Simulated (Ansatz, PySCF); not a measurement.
Members of the series GeXY, Y = fluoro; each row names its spin state. All species are isolated molecules in the gas phase. One relaxed conformer stands for each flexible species; it need not be the lowest. Strings in code marks are SMILES.

Quantity: adiabatic spin-state energy, in kcal/mol. HF references are unrestricted for open shells and restricted for singlets. The restricted reference of `[F][Ge][SiH3]` is unstable towards unrestricted orbitals.

Level 1: frozen-core CCSD(T)/cc-pVDZ // B3LYP-D3(BJ)/def2-TZVP (Ansatz, a quantum-chemistry and plane-wave program)
Level 2: LDA/cc-pVTZ // B3LYP-D3(BJ)/def2-TZVP (Ansatz)
Level 3: PBE-D3(BJ)/def2-TZVP // B3LYP-D3(BJ)/def2-TZVP (PySCF)
Level 4: M06-2X/6-31G* // B3LYP-D3(BJ)/def2-TZVP (PySCF)

```json
[
 {"species": "`[NH2][Ge][F]`: multiplicity 3 minus multiplicity 1", "level 1": "64.8", "level 2": "70.7", "level 3": "65.2", "level 4": "61.0"},
 {"species": "`[F][Ge][SiH3]`: multiplicity 3 minus multiplicity 1", "level 1": "28.8", "level 2": "31.5", "level 3": "28.3", "level 4": "24.9"},
 {"species": "`[F][Ge][SH]`: multiplicity 3 minus multiplicity 1", "level 1": "57.7", "level 2": "62.5", "level 3": "58.1", "level 4": "52.7"}
]
```
